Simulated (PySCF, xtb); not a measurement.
TaOF2, SMILES [F][Ta+](=[O])[F], charge +1, multiplicity 1.

Harmonic wavenumbers (cm⁻¹) from xtb with GFN2-xTB at its own minimum, in rising order: 129, 177, 188, 348, 354, 670.

Question: What does r2SCAN-D4/def2-TZVP run with PySCF give at its own minimum? (The exact figures need the calculation; the answer reports its results.)

Answer: 174, 253, 289, 756, 768, 1066. Paired by order, the mean absolute difference is 240 cm⁻¹ and the zero-point energies are 2.7 and 4.7 kcal/mol.
